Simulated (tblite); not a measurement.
Run record: tight-binding relaxation, `CCB1CCC[C@@H](Br)C1`.

Computed with GFN2-xTB geometry optimisation, gas phase (tblite 0.8.0). Start geometry: from a force field or distance geometry. A driver script takes a list of jobs; this job's settings line and coordinates (Å) are shown.

Command:
```bash
OMP_NUM_THREADS=1 python probes_run.py task.json out
```

Input:
```
{"job": {"kind": "relax", "xc": "GFN2-xTB", "basis": "xTB"}, "charge": 0, "multiplicity": 1}
C      3.132100    -0.197100    -0.013400
C      1.906000     0.267700    -0.825700
B      0.578900     0.148200     0.050000
C     -0.050900    -1.257900     0.432400
C     -1.488400    -1.378000    -0.081300
C     -2.361100    -0.175800     0.329000
C     -1.780700     1.153400    -0.212900
Br    -2.940600     2.622900     0.300200
C     -0.357300     1.416200     0.319000
H      3.241500     0.431000     0.901800
H      4.034700    -0.095100    -0.636400
H      3.014100    -1.262800     0.286700
H      1.802600    -0.364700    -1.715100
H      2.068000     1.314900    -1.137800
H     -0.057500    -1.346200     1.550100
H      0.566700    -2.084900     0.034000
H     -1.470500    -1.449700    -1.195400
H     -1.945900    -2.315000     0.305000
H     -3.382800    -0.316000    -0.064100
H     -2.419000    -0.132500     1.447200
H     -1.763300     1.119500    -1.316800
H     -0.397500     1.600400     1.415200
H      0.066300     2.328500    -0.161500
```

Output:
```
step      E/eV     max force
  0    -746.65950    1.116
  1    -746.75917    0.663
  2    -746.81506    0.389
  3    -746.82613    0.192
  4    -746.83051    0.131
  5    -746.83259    0.102
  6    -746.83595    0.126
  7    -746.83815    0.095
  8    -746.83977    0.097
  9    -746.84081    0.090
... (128 lines left out)
138    -746.93068    0.023
139    -746.93077    0.024
140    -746.93084    0.019
141    -746.93090    0.018
142    -746.93095    0.019
143    -746.93100    0.012
144    -746.93102    0.016
145    -746.93105    0.011
146    -746.93107    0.011
147    -746.93108    0.008
```

«max force» is the largest atomic force in eV/Å.

Task: From which step on does the largest force stay under 0.1 eV/Å, and how much energy is left to gain from there?

Result: From step 68 (0.074 eV/Å), 16.3 meV above the end.

Summary of the converged run: energy lowered by 6.3 kcal/mol over 147 steps; largest atomic force 0.008 eV/Å at the end.

Task: Where do the atoms end?

Result: 0.592 Å rms from the input after alignment:
```
atom  x, y, z in Å
C1     3.0755   -0.5439   -0.0794
C2     2.0648    0.5437   -0.4484
B3     0.5490    0.2567   -0.1152
C4     0.0170   -1.1569    0.3336
C5    -1.4845   -1.3769    0.1130
C6    -2.2993   -0.1507    0.5213
C7    -1.9135    1.0296   -0.3513
Br8   -3.1570    2.5443    0.0100
C9    -0.4772    1.4656   -0.1294
H10    3.0491   -0.7433    0.9893
H11    4.0862   -0.2398   -0.3439
H12    2.8547   -1.4708   -0.6031
H13    2.1344    0.7227   -1.5275
H14    2.3802    1.4858    0.0094
H15    0.2209   -1.2260    1.4089
H16    0.5677   -1.9857   -0.1147
H17   -1.6656   -1.5859   -0.9444
H18   -1.8293   -2.2436    0.6812
H19   -3.3654   -0.3638    0.4128
H20   -2.1081    0.0907    1.5698
H21   -2.0889    0.7946   -1.4037
H22   -0.4043    1.9289    0.8622
H23   -0.2114    2.2517   -0.8402
```

The run took 2.4 s on an Arm Neoverse N1 with one thread (shared host).
Labels such as C1 count atoms from 1, the log's own numbers from 0.
